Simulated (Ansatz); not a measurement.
System: sum formula GeI3F (charge 0, singlet). SMILES: [I][Ge]([I])([I])[F]
Structure (B3LYP-D3(BJ)/def2-TZVP (Ansatz, an electronic-structure program) minimum search):
```xyz
5

F      0.0793    -0.0968     2.2189
Ge     0.0172    -0.0210     0.4816
I      2.1808    -0.9912    -0.3445
I     -1.9724    -1.3861    -0.2132
I     -0.2323     2.4064    -0.1099
```

Property: vertical ionisation energy (to the doublet state of charge +1; each state is the SCF solution reached for its spin; the molecule has degenerate orbitals, so one determinant may break the symmetry), in eV. Cores are frozen in the correlated levels unless marked. Open shells are spin-unrestricted. Spin-orbit coupling is left out. Frozen are the shells of the preceding noble gas and the d and f shells that filled before the atom's block. In def2 rows, elements after Kr have scalar-relativistic effective core potentials. Basis-set limits of correlation are two-point, X^-3; Hartree-Fock from the larger set. [CCSD(T)-MP2]/basis is that difference in the basis named.

```json
[
 {"level": "HF/def2-TZVPPD", "program": "Ansatz", "vertical ionisation energy (eV)": "9.40"},
 {"level": "HF/def2-QZVPPD", "program": "Ansatz", "vertical ionisation energy (eV)": "9.38"},
 {"level": "SVWN5/def2-TZVPD", "program": "Ansatz", "vertical ionisation energy (eV)": "9.36"},
 {"level": "PBE/def2-TZVPD", "program": "Ansatz", "vertical ionisation energy (eV)": "9.16"}
]
```

Q: Predict the RI-MP2/CBS(def2-TZVPPD,def2-QZVPPD)+[CCSD(T)-MP2]/def2-TZVPPD result (Ansatz).

A: 10.16 eV, so PBE/def2-TZVPD differs from it by -1.00 eV.
